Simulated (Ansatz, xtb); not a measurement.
Two structures of GaGeH4Si

We compare X, a doublet given by its coordinates, with Y, a doublet given by its coordinates. Both are isolated molecules in the gas phase, relaxed with PBE0-D3(BJ)/def2-SVP.

X (Å):

```yaml
atoms:
  - { symbol: Ga, position_ang: [-0.1993, 0.2963, 0.0099] }
  - { symbol: Ge, position_ang: [1.7132, 0.3795, -1.3617] }
  - { symbol: Si, position_ang: [2.2677, -1.0161, 0.6367] }
  - { symbol: H, position_ang: [2.6501, -2.3973, 0.2010] }
  - { symbol: H, position_ang: [1.2001, -1.2355, 1.6953] }
  - { symbol: H, position_ang: [3.4122, -0.4022, 1.3830] }
  - { symbol: H, position_ang: [-1.3940, 0.1466, 1.0317] }
```

Close contacts (Å): Ga1–Ge2 2.36, Ga1–Si3 2.86, Ge2–Si3 2.50, Ga1–H7 1.58, Si3–H4 1.50, Si3–H5 1.52, Si3–H6 1.50.

Y (Å):

```xyz
7

Ga    2.1692    1.5765    0.4790
Ge   -0.0397    0.5154    0.8370
Si    1.5196   -1.4238    0.7714
H     0.9862   -2.4221   -0.2089
H     1.5527   -2.0487    2.1305
H     2.9633   -1.2085    0.3878
H     0.5487    0.8738   -0.6834
```

Close contacts (Å): Ga1–Ge2 2.48, Ge2–Si3 2.49, Ga1–H7 2.11, Ge2–H7 1.67, Si3–H4 1.50, Si3–H5 1.50, Si3–H6 1.51.

Energies in hartree; the thermal terms are from PBE0-D3(BJ)/def2-SVP harmonic frequencies (ideal gas, rigid rotor, one conformer each, 298.15 K, 1 atm) and include the zero-point energy:

```
                               X            Y
E, CCSD(T)/def2-SVP  −4289.794794  −4289.801709
    E, MP2/def2-SVP  −4289.753955  −4289.756733
  E, MP2/def2-TZVPP  −4290.431475  −4290.435092
  zero-point energy      0.030830      0.031087
       H(298 K) − E      0.038300      0.038402
       G(298 K) − E     −0.001669     −0.001695
```

Q: Correct the CCSD(T) difference for the basis set by the MP2 change, then work out ΔE, ΔE₀, ΔH and ΔG for X → Y in kJ/mol (1 Eh = 2625.50 kJ/mol) and the equilibrium ratio [Y]/[X].

A: 1. Differences Y − X: CCSD(T) −0.006915, MP2 in the small set −0.002778, MP2 in the large set −0.003617 Eh.
2. ΔE = −0.006915 + (−0.003617 − (−0.002778)) = −0.007754 Eh = −20.36 kJ/mol.
3. ΔE₀ = ΔE + ΔZPE = −0.007754 + (+0.000257) Eh = −19.68 kJ/mol.
4. ΔH = ΔE + (+0.000102) Eh = −20.09 kJ/mol.
5. ΔG = ΔE + (−0.000026) Eh = −20.43 kJ/mol, so ΔS = (ΔH − ΔG)/T = +1.1 J/(mol K).
6. kT = 0.9442 mEh, so K = [Y]/[X] = exp(−ΔG/kT) = exp(+8.24) ≈ 3.8 × 10^3.

Structure Y is favoured at this temperature. An error of 4 kJ/mol in ΔG would change K by a factor of 5. HF/STO-3G gave ΔE the other sign. Mirror images and further conformers aren't counted.

Other levels gave ΔE = −36.9 (GFN2-xTB); +57.8 (HF/STO-3G, GFN2-xTB geometries); −33.4 (r2SCAN-D4/def2-SVP, GFN2-xTB geometries); −22.2 (PBE0-D3(BJ)/def2-SVP); −16.4 (HF/def2-SVP); −7.3 (MP2/def2-SVP); −18.2 (CCSD(T)/def2-SVP) kJ/mol. Open shells are spin-unrestricted. The correlated steps freeze 23 core orbitals; the filled d shell of Ga and Ge is correlated, in a basis made for valence electrons. Programs: Ansatz 0.2.0, xtb 6.7.1.
